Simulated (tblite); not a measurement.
C4H9NSi.
Numbering: `[CH:1]#[C:2][Si:3]([CH3:4])([CH3:5])[NH2:6]` (hydrogens: H7 on C1; H8, H9, H10 on C4; H11, H12, H13 on C5; H14, H15 on N6)

The geometry is computed with GFN2-xTB (gas phase).

Problem. Give the optimised bond lengths and angles.

Solution. 
| bond | length (Å) | order |
| --- | --- | --- |
| C1≡C2 | 1.202 | triple |
| C2–Si3 | 1.868 | single |
| Si3–C4, Si3–C5 | 1.900 | single |
| Si3–N6 | 1.730 | single |
| C1–H7 | 1.053 | single |
| C4–H8 and 5 like bonds | 1.085 | single |
| N6–H14, N6–H15 | 1.007 | single |

Bonds in one row agree within 0.01 Å and their mean is given. Orders are formal, as drawn. A selection of angles:
| angle | degrees |
| --- | --- |
| C2–C1–H7 | 179.4 |
| C1–C2–Si3 | 178.8 |
| C2–Si3–C4 | 107.7 |
| C2–Si3–N6 | 114.3 |
| C4–Si3–C5 | 113.5 |
| C4–Si3–N6 | 106.9 |
| Si3–C4–H8 | 111.2 |
| H8–C4–H9 | 107.7 |
| Si3–N6–H14 | 119.0 |
| H14–N6–H15 | 109.8 |

Si3 (four-coordinate silicon) is distorted tetrahedral (angles from 106.9° to 114.3°). N6 (silicon-bound nitrogen) is pyramidal (angles 119.0°, 118.9° and 109.8°, sum 347.7°, 0.24 Å off the plane of its three neighbours). The 3 C–Si bonds span 1.868 Å (C2–Si3, drawn single) to 1.900 Å (Si3–C5, drawn single), a spread of 0.032 Å.

Point group: Cs (every atom within 0.08 Å of its image). Its GFN2-xTB frequencies are all real (lowest 89 cm⁻¹). The numbers are those of one conformer (C2–Si3–N6–H -69° and 69°).
